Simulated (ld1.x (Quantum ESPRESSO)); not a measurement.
BLYP PAW dataset for germanium, scalar-relativistic all-electron reference.

Ge (Z = 32), PAW, made with ld1.x (Quantum ESPRESSO) 7.5 (BLYP, scalar-relativistic). Core [Ar] 3d10, reference 4s1.5 4p2.5. Waves: 4s (bound): rcut 0.65, rcutus 0.70 bohr; 4s channel at -0.2 Ry: rcut 0.65, rcutus 0.70 bohr; 4p (bound): rcut 1.20, rcutus 1.65 bohr; 4p channel at 0.45 Ry: rcut 1.20, rcutus 1.65 bohr. Local part: all-electron potential smoothed inside 0.60 bohr (lloc = -1). Core correction: Bessel-smoothed model core inside 0.45 bohr. Augmentation charge: PSQ, inside the norm-conserving radii.

All-electron outer shells of the reference configuration (BLYP, scalar-relativistic, ld1.x):

| shell | level (eV) | outermost node (bohr) | outermost maximum (bohr) |
| --- | --- | --- | --- |
| 3p | -116.28 | 0.23 | 0.54 |
| 3d | -30.06 | – | 0.50 |
| 4s | -12.16 | 0.77 | 1.73 |
| 4p | -4.13 | 0.82 | 2.16 |

Task: Is a potential produced?

Result: No. ld1.x (Quantum ESPRESSO) 7.5 stopped with "new_paw_hamiltonian: negative rho": the spherical valence density built from the smooth waves and the augmentation charge turned negative at some radius. The 4s radius of 0.70 bohr lies inside the outermost node of the all-electron wave at 0.77 bohr.
